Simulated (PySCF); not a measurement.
**Property card for `C=CC[P@](C)(P)=CC`**

Species: C₆H₁₄P₂.
Cartesian coordinates in Å at the PBE0-D3(BJ)/def2-SVP level; atoms count from 1:
```xyz
22
C6H14P2 angstrom
C      3.177    0.838   -0.389
C      2.223    0.606    0.514
C      1.397   -0.637    0.571
P     -0.305   -0.357   -0.065
C     -1.140   -1.976   -0.088
P      0.174   -0.207   -2.327
C     -1.113    0.760    0.893
C     -2.590    1.015    0.793
H      3.437    0.094   -1.150
H      3.733    1.780   -0.400
H      1.990    1.374    1.261
H      1.277   -0.996    1.606
H      1.840   -1.438   -0.041
H     -1.286   -2.318    0.946
H     -0.538   -2.702   -0.654
H     -2.121   -1.878   -0.574
H     -1.208    0.027   -2.614
H      0.473    1.184   -2.229
H     -0.483    1.605    1.197
H     -3.152    0.110    0.509
H     -2.996    1.331    1.770
H     -2.873    1.804    0.068
```

From PBE0-D3(BJ)/def2-SVP geometry optimisation, gas phase (PySCF):

```yaml
Point_group: C1
Rotational_constants_A_B_C: 1.604, 1.003, 0.833 GHz
```

From CAM-B3LYP/def2-SVPD ground state, ΔSCF and vertical TDDFT (core frozen in the response) (PySCF):

```yaml
Dipole_moment: 1.51 D
HOMO_energy: -5.90 eV
LUMO_energy: 0.83 eV
HOMO–LUMO_gap: 6.73 eV
Lowest_singlet_excitation: 4.17 eV (297 nm, f = 0.008)
Strongest_line_among_the_10_lowest_singlet_transitions: S3 at 4.51 eV (275 nm, f = 0.271)
Lowest_triplet_excitation_Tamm–Dancoff: 3.09 eV
Static_isotropic_polarisability: 136.6 au
Vertical_ionisation_energy: 6.32 eV
Electronic_spatial_extent_⟨r²⟩_about_the_centre_of_nuclear_charge: 1648 bohr²
```

CAM-B3LYP/pcSseg-1 ground state and GIAO shieldings, non-relativistic (PySCF):

```yaml
13C_chemical_shifts_computed_TMS_as_zero_by_class: 142.2 (C2), 129.7 (C1), 42.5 (C3), 26.8 (C7), 16.0 (C5), 10.9 (C8) ppm
1H_chemical_shifts_computed_TMS_as_zero_by_class: 6.01 (H11), 5.47 (H9), 5.43 (H10), 2.51 (H12), 2.49 (H17/H18), 2.00 (H13), 1.49 (H20/H21/H22), 1.35 (H14/H15/H16), 0.60 (H19) ppm
Isotropic_shieldings_of_nuclei_other_than_C_and_H_by_class: 327 (P4), 440 (P6) ppm
```

Monoisotopic mass (most abundant isotopes): 148.0571 u.

The ΔSCF ionisation energy exceeds −ε(HOMO) by 0.42 eV with CAM-B3LYP. The polarisability is 20.25 Å³ as a volume (1 au = 0.148185 Å³), or 1.71 au for each of the 80 electrons. No computed singlet falls in the visible range (750 to 380 nm, 1.65 to 3.26 eV); S1 lies 0.91 eV above its blue end. The principal polarisabilities are 112.7, 129.4 and 167.8 au; their mean is the isotropic value. With B = h/(8π²I), that is 505.379 GHz u Å² over I, the principal moments of inertia are 315.0, 503.9 and 606.6 u Å² (most abundant isotopes); the inertial defect Ic − Ia − Ib is -212.3 u Å² (zero for a rigid planar frame, negative otherwise). The vertical singlet–triplet gap S1 − T1 is 1.08 eV (TDDFT singlet less Tamm–Dancoff triplet; S1: HOMO→LUMO, weight 0.91; T1: HOMO→LUMO+1, weight 0.88).

 NMR classes are plain means over equivalent atoms (diastereotopic ones count apart unless rotation or inversion swaps them), as if these changed places fast; in this geometry the members of some classes differ.

For the NMR shielding job (CAM-B3LYP/pcSseg-1), hardware: one thread, Arm Neoverse V1 (aarch64), shared host. Cost: 60 s of wall time, 1.3 GiB resident at most.

One conformer stands for the species.
